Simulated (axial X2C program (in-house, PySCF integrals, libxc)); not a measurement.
# Potential curves of RbP, 2c

Calculated with an in-house relativistic program for diatomic molecules. Two-component (2c) means X2C with spin–orbit coupling and atomic mean-field two-electron Coulomb and Gaunt terms. Basis: Rb dyall-cv3z [12s13p8d4f1g], P dyall-v3z [8s7p2d1f] (cores contracted in-house); Gaussian nuclei, density fitting, unrestricted open shells. Masses: Rb 84.912 u, P 30.974 u.

State: Ω = 1 (⟨Sz⟩ = 1.00, ⟨Lz⟩ = 0.00 at HF). Energies in cm⁻¹ from the fragments at the same level (Rb + P). Fits are polynomials in 1 − R0/R over 0.85 to 1.23 times the lowest point R0.

| R (Å) | CCSD(T) | PBE0 | M06 | CCSD |
| --- | --- | --- | --- | --- |
| 2.7396 |  | -7917 | -9747 |  |
| 2.8656 | -6926 | -9531 | -11435 | -6675 |
| 2.9601 | -7707 | -10219 | -12156 | -7475 |
| 3.0545 | -8129 | -10573 | -12535 | -7912 |
| 3.1490 | -8276 | -10671 | -12641 | -8070 |
| 3.2592 | -8187 | -10545 | -12514 | -7989 |
| 3.3694 | -7892 | -10230 | -12195 | -7699 |
| 3.5111 | -7312 | -9641 | -11581 | -7121 |
| 3.6843 |  | -8760 | -10655 |  |
| 3.9363 |  | -7379 | -9155 |  |

Correlated methods: 14 electrons correlated (number of frozen shells: Rb 3 s, 2 p, 1 d; P 2 s, 1 p), 232 virtual spin orbitals or spinors in MP2, 90 natural virtuals in coupled cluster.

The state is a single determinant with fixed occupations, the lowest that a limited PBE0 search found. De is counted from the lowest determinant-based energies of the atoms at the same level, without counterpoise correction. Density functionals use the spin component along the axis (collinear). CCSD and (T) use frozen natural virtuals with an MP2 correction for the truncation; (T) itself is uncorrected, so its De runs slightly low. Other states lie close and PBE0, whose exact exchange favours high spin, may order them wrongly; the determinant shown need not be the ground state. The nearest other 2c determinant of the search, Ω = 2, lies 0.42 eV up at the distance of the search. With several unpaired electrons one determinant need not be a pure state. Open-shell Ω = 0 determinants with evenly filled partner blocks cannot be reached by this program, so the Ω shown need not be the lowest component. This is the Ω = 1 component of a π² triplet; the 0⁺ component is not one determinant and can lie lowest. Coupled cluster ran on the points near the minimum only. MP2 and coupled cluster on one determinant become unreliable at the stretched end.

**Question.** What are Re, ωe and De at the CCSD(T) level?

**Answer.** At CCSD(T), 2c: Re = 3.164 Å, ωe ≈ 182 cm⁻¹, De = 1.03 eV to Rb + P; Be follows as 0.0742 cm⁻¹.

**Question.** Fit the PBE0 curve near its minimum: give the equilibrium distance, the harmonic wavenumber and the well depth.

**Answer.** At PBE0, 2c: Re = 3.145 Å, ωe ≈ 180 cm⁻¹, De = 1.32 eV to Rb + P; Be follows as 0.0751 cm⁻¹.

**Question.** What are Re, ωe and De at the M06 level?

**Answer.** At M06, 2c: Re = 3.148 Å, ωe ≈ 183 cm⁻¹, De = 1.57 eV to Rb + P; Be follows as 0.075 cm⁻¹.

**Question.** What are Re, ωe and De at the CCSD level?

**Answer.** At CCSD, 2c: Re = 3.168 Å, ωe ≈ 183 cm⁻¹, De = 1.00 eV to Rb + P; Be follows as 0.074 cm⁻¹.
